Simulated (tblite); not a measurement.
A geometry optimisation, step by step.

Species: C₅H₁₂BFSi.
Atom-mapped SMILES: `[CH3:1][B:2]([SiH3:3])/[C:4]([CH3:5])=[CH:6]\[CH2:7][F:8]` (hydrogens: H9, H10, H11 on C1; H12, H13, H14 on Si3; H15, H16, H17 on C5; H18 on C6; H19, H20 on C7)

Computed with GFN2-xTB (tblite), gas phase: L-BFGS steps from a force-field or distance-geometry start until the largest atomic force falls under 0.01 eV/Å. 9 of its 157 geometries are shown.

Step 0: E = -665.4878 eV, largest atomic force 0.934 eV/Å
```
atom  x, y, z in Å  |  force x, y, z in eV/Å
C1      0.946    1.577    0.774   -0.398  -0.171  -0.009
B2      0.790    0.166    0.046   -0.489  -0.340   0.351
Si3     2.457   -0.745   -0.466   -0.596   0.111  -0.242
C4     -0.602   -0.605   -0.047   -0.079   0.605  -0.087
C5     -0.567   -2.123    0.019   -0.123  -0.033   0.164
C6     -1.800   -0.006   -0.244    0.843  -0.399   0.045
C7     -1.992    1.474   -0.435    0.094  -0.384   0.493
F8     -3.299    1.727   -0.783    0.245   0.153   0.025
H9      0.354    1.579    1.717    0.326   0.326  -0.669
H10     1.995    1.779    1.030   -0.435   0.125  -0.075
H11     0.584    2.388    0.102    0.275  -0.413   0.673
H12     3.596    0.134   -0.213    0.300  -0.086  -0.046
H13     2.604   -1.980    0.313    0.241  -0.067  -0.077
H14     2.390   -1.062   -1.905    0.268  -0.133   0.069
H15     0.148   -2.457    0.789   -0.262   0.095  -0.431
H16    -0.256   -2.517   -0.965   -0.062   0.114   0.515
H17    -1.556   -2.547    0.274    0.466   0.265  -0.214
H18    -2.687   -0.628   -0.329   -0.011   0.292  -0.026
H19    -1.334    1.847   -1.237   -0.317   0.089   0.145
H20    -1.777    2.010    0.521   -0.286  -0.149  -0.604
```

Step 20: E = -665.6863 eV, largest atomic force 0.075 eV/Å
```
atom  x, y, z in Å  |  force x, y, z in eV/Å
C1      0.924    1.542    0.812   -0.042   0.005  -0.006
B2      0.806    0.124    0.128    0.041  -0.018  -0.053
Si3     2.453   -0.767   -0.502    0.034  -0.020   0.012
C4     -0.581   -0.579   -0.014    0.019   0.044   0.022
C5     -0.573   -2.091    0.047    0.011   0.045  -0.007
C6     -1.759    0.015   -0.249   -0.005   0.005  -0.001
C7     -2.022    1.478   -0.419    0.016  -0.020   0.014
F8     -3.330    1.687   -0.793    0.034  -0.037  -0.013
H9      0.275    1.657    1.679   -0.011   0.021   0.028
H10     1.935    1.815    1.111   -0.017  -0.071   0.016
H11     0.606    2.303    0.098    0.015   0.024  -0.036
H12     3.664    0.056   -0.314   -0.050  -0.041  -0.012
H13     2.735   -2.026    0.216    0.007   0.046   0.003
H14     2.475   -1.154   -1.923   -0.050   0.028   0.005
H15     0.105   -2.440    0.824   -0.035  -0.019  -0.011
H16    -0.217   -2.481   -0.907    0.028  -0.037   0.033
H17    -1.566   -2.495    0.236    0.033   0.039  -0.014
H18    -2.651   -0.588   -0.380   -0.013   0.014   0.004
H19    -1.401    1.921   -1.207   -0.014   0.016   0.029
H20    -1.885    2.034    0.516   -0.001  -0.024  -0.013
```

Step 39: E = -665.7077 eV, largest atomic force 0.087 eV/Å
```
atom  x, y, z in Å  |  force x, y, z in eV/Å
C1      0.922    1.550    0.820    0.000   0.007   0.031
B2      0.815    0.136    0.126    0.011   0.001  -0.025
Si3     2.444   -0.757   -0.541    0.001  -0.048  -0.043
C4     -0.566   -0.575   -0.023    0.011  -0.001   0.011
C5     -0.556   -2.085    0.064   -0.004  -0.012   0.013
C6     -1.748    0.013   -0.249    0.012  -0.043  -0.038
C7     -2.035    1.471   -0.398    0.042  -0.014   0.033
F8     -3.308    1.656   -0.889    0.048  -0.004   0.021
H9      0.154    1.741    1.567   -0.029   0.020  -0.018
H10     1.887    1.728    1.291    0.038  -0.032  -0.003
H11     0.821    2.331    0.061   -0.021  -0.045   0.000
H12     3.692    0.022   -0.468   -0.064   0.053  -0.016
H13     2.780   -1.994    0.189   -0.042  -0.002   0.010
H14     2.323   -1.173   -1.951    0.026   0.009   0.020
H15    -0.016   -2.406    0.953   -0.010  -0.014  -0.007
H16    -0.052   -2.518   -0.800    0.040   0.077   0.010
H17    -1.565   -2.491    0.103    0.002   0.022   0.021
H18    -2.638   -0.593   -0.373   -0.036  -0.023  -0.006
H19    -1.357    1.975   -1.095    0.024  -0.005  -0.006
H20    -2.001    1.979    0.574   -0.048   0.053  -0.007
```

Step 58: E = -665.7209 eV, largest atomic force 0.038 eV/Å
```
atom  x, y, z in Å  |  force x, y, z in eV/Å
C1      0.931    1.538    0.832   -0.006   0.008   0.001
B2      0.796    0.137    0.122    0.015   0.005   0.004
Si3     2.405   -0.740   -0.600    0.018  -0.004  -0.016
C4     -0.579   -0.585    0.000    0.009  -0.011   0.017
C5     -0.545   -2.093    0.090   -0.015  -0.008   0.006
C6     -1.759    0.004   -0.229    0.019  -0.018  -0.027
C7     -2.023    1.468   -0.382   -0.014  -0.012   0.006
F8     -3.237    1.662   -1.003    0.002   0.009  -0.028
H9      0.109    1.807    1.492    0.011  -0.009   0.005
H10     1.859    1.638    1.396   -0.015  -0.024  -0.015
H11     0.981    2.308    0.058   -0.002  -0.001   0.008
H12     3.612    0.100   -0.579    0.017   0.014  -0.023
H13     2.773   -1.940    0.171    0.019  -0.014   0.012
H14     2.275   -1.212   -1.990    0.002   0.021   0.019
H15    -0.102   -2.410    1.033   -0.004   0.038  -0.002
H16     0.073   -2.501   -0.710   -0.025   0.022   0.000
H17    -1.541   -2.525    0.016   -0.022   0.017  -0.003
H18    -2.654   -0.594   -0.357   -0.006  -0.001   0.012
H19    -1.274    1.983   -0.994   -0.002  -0.032   0.019
H20    -2.105    1.966    0.593    0.001  -0.002   0.006
```

Step 78: E = -665.7295 eV, largest atomic force 0.041 eV/Å
```
atom  x, y, z in Å  |  force x, y, z in eV/Å
C1      0.955    1.494    0.858   -0.006  -0.010   0.008
B2      0.791    0.117    0.105   -0.004   0.015  -0.011
Si3     2.407   -0.696   -0.681    0.000   0.025   0.032
C4     -0.594   -0.594    0.011    0.011  -0.012   0.014
C5     -0.585   -2.098    0.138    0.005  -0.003  -0.004
C6     -1.773    0.001   -0.205    0.012  -0.004   0.016
C7     -2.023    1.462   -0.387    0.013  -0.012  -0.006
F8     -3.078    1.659   -1.252   -0.017  -0.002  -0.016
H9      0.101    1.810    1.454   -0.004  -0.003  -0.004
H10     1.832    1.501    1.505    0.007  -0.020   0.002
H11     1.147    2.274    0.118   -0.019   0.009   0.014
H12     3.540    0.239   -0.771    0.000  -0.006  -0.020
H13     2.917   -1.815    0.133   -0.017  -0.007  -0.017
H14     2.240   -1.237   -2.039   -0.009  -0.014   0.000
H15    -0.227   -2.394    1.124    0.004   0.019   0.004
H16     0.090   -2.532   -0.597    0.006   0.000  -0.014
H17    -1.579   -2.515   -0.009    0.000  -0.014   0.023
H18    -2.678   -0.592   -0.293    0.008   0.016  -0.018
H19    -1.167    1.992   -0.813    0.012   0.024  -0.004
H20    -2.321    1.934    0.559   -0.002  -0.002   0.002
```

Step 98: E = -665.7381 eV, largest atomic force 0.044 eV/Å
```
atom  x, y, z in Å  |  force x, y, z in eV/Å
C1      0.954    1.440    0.941    0.017   0.026   0.007
B2      0.786    0.121    0.093    0.003   0.013   0.005
Si3     2.382   -0.658   -0.765   -0.015  -0.033   0.000
C4     -0.599   -0.588    0.016    0.011  -0.016  -0.020
C5     -0.585   -2.086    0.203    0.003  -0.004  -0.005
C6     -1.771    0.007   -0.232    0.003  -0.007   0.029
C7     -2.002    1.468   -0.444    0.003  -0.001  -0.038
F8     -2.898    1.667   -1.476    0.005  -0.009   0.015
H9      0.097    1.692    1.562   -0.001   0.023   0.035
H10     1.835    1.398    1.583   -0.018  -0.003  -0.010
H11     1.132    2.286    0.273    0.013  -0.033   0.013
H12     3.472    0.307   -0.971    0.014   0.013  -0.006
H13     2.965   -1.713    0.088   -0.009   0.009  -0.025
H14     2.175   -1.290   -2.079   -0.024   0.011   0.035
H15    -0.137   -2.341    1.163    0.002   0.007  -0.024
H16     0.016   -2.553   -0.576   -0.003   0.006   0.015
H17    -1.591   -2.501    0.168    0.008   0.002  -0.005
H18    -2.678   -0.580   -0.321   -0.005   0.004   0.004
H19    -1.093    2.013   -0.714   -0.022  -0.007   0.007
H20    -2.465    1.921    0.444    0.016  -0.002  -0.031
```

Step 117: E = -665.7470 eV, largest atomic force 0.033 eV/Å
```
atom  x, y, z in Å  |  force x, y, z in eV/Å
C1      0.985    1.397    1.074    0.000   0.001  -0.008
B2      0.780    0.146    0.135    0.006  -0.025   0.020
Si3     2.313   -0.609   -0.848   -0.008   0.001  -0.020
C4     -0.601   -0.570    0.052   -0.021  -0.003  -0.005
C5     -0.570   -2.064    0.266    0.011  -0.008   0.000
C6     -1.773    0.006   -0.234   -0.003  -0.011  -0.005
C7     -1.989    1.452   -0.534   -0.008   0.010   0.004
F8     -2.682    1.597   -1.723    0.023  -0.004   0.021
H9      0.119    1.666    1.676    0.004  -0.001   0.000
H10     1.827    1.248    1.751   -0.015  -0.015  -0.008
H11     1.258    2.272    0.480    0.002  -0.006  -0.005
H12     3.329    0.380   -1.235    0.020   0.007   0.006
H13     3.024   -1.605   -0.024   -0.004   0.016  -0.014
H14     1.967   -1.315   -2.093    0.004   0.008   0.014
H15    -0.083   -2.307    1.210   -0.007   0.010   0.012
H16     0.006   -2.535   -0.529    0.002  -0.002   0.001
H17    -1.572   -2.487    0.269    0.008   0.011   0.011
H18    -2.674   -0.589   -0.317   -0.023  -0.011  -0.008
H19    -1.052    2.002   -0.651   -0.014   0.021  -0.003
H20    -2.618    1.925    0.233    0.022   0.000  -0.014
```

Step 136: E = -665.7530 eV, largest atomic force 0.051 eV/Å
```
atom  x, y, z in Å  |  force x, y, z in eV/Å
C1      1.022    1.304    1.184   -0.002  -0.005   0.003
B2      0.751    0.150    0.145    0.007  -0.019  -0.027
Si3     2.232   -0.493   -0.986    0.010  -0.011  -0.019
C4     -0.627   -0.573    0.088    0.009   0.003  -0.001
C5     -0.588   -2.052    0.385    0.000   0.011   0.005
C6     -1.789   -0.006   -0.245    0.003   0.000   0.000
C7     -1.949    1.430   -0.625   -0.042  -0.002   0.005
F8     -2.322    1.542   -1.955    0.003  -0.005  -0.011
H9      0.150    1.623    1.754    0.005   0.027  -0.013
H10     1.772    0.971    1.904    0.002   0.005  -0.003
H11     1.459    2.179    0.702   -0.029  -0.012   0.040
H12     3.111    0.566   -1.507   -0.010  -0.008   0.025
H13     3.107   -1.380   -0.194    0.008  -0.003  -0.038
H14     1.832   -1.278   -2.164    0.006  -0.005   0.018
H15    -0.099   -2.235    1.340    0.006  -0.005  -0.002
H16    -0.013   -2.566   -0.386    0.007   0.011   0.017
H17    -1.588   -2.478    0.416   -0.009   0.009  -0.005
H18    -2.696   -0.594   -0.322   -0.008   0.007   0.002
H19    -1.017    1.990   -0.522    0.013   0.018   0.004
H20    -2.753    1.912   -0.054    0.019  -0.017  -0.001
```

Step 156: E = -665.7563 eV, largest atomic force 0.009 eV/Å
```
atom  x, y, z in Å  |  force x, y, z in eV/Å
C1      1.046    1.239    1.257   -0.006   0.004   0.000
B2      0.750    0.153    0.153   -0.001   0.002   0.001
Si3     2.176   -0.428   -1.078    0.006  -0.004  -0.003
C4     -0.630   -0.566    0.112   -0.004   0.000   0.000
C5     -0.593   -2.030    0.473   -0.003  -0.004  -0.002
C6     -1.786   -0.010   -0.254   -0.003   0.005   0.003
C7     -1.923    1.412   -0.693    0.003   0.001   0.001
F8     -2.097    1.486   -2.067   -0.001  -0.003  -0.005
H9      0.166    1.620    1.772    0.004  -0.004   0.007
H10     1.686    0.783    2.016   -0.001   0.000   0.009
H11     1.614    2.087    0.876    0.002   0.004  -0.005
H12     2.944    0.684   -1.658    0.004  -0.001  -0.003
H13     3.168   -1.266   -0.377    0.000   0.000  -0.003
H14     1.722   -1.242   -2.214    0.003   0.002  -0.006
H15    -0.139   -2.169    1.453   -0.006   0.002   0.001
H16     0.014   -2.572   -0.252    0.006   0.001   0.000
H17    -1.593   -2.457    0.484    0.000  -0.008   0.004
H18    -2.695   -0.596   -0.318    0.000   0.002   0.002
H19    -1.026    1.997   -0.471   -0.001  -0.001  -0.002
H20    -2.809    1.887   -0.256    0.000   0.002   0.001
```

Task: Summarise the path.

Result: The energy falls by 25.91 kJ/mol from step 0 to step 156; nine tenths of that is first reached at step 78. It rises by more than 0.2 meV at step 138. The largest force goes from 0.934 to 0.009 eV/Å. Among the bonds B2–C4 changes most, from 1.594 to 1.557 Å; the atoms move by 0.910 Å rms after alignment.

The cost below is that of the whole relaxation. Time: 1.2 s. Hardware: Arm Neoverse V1, one thread (shared host).
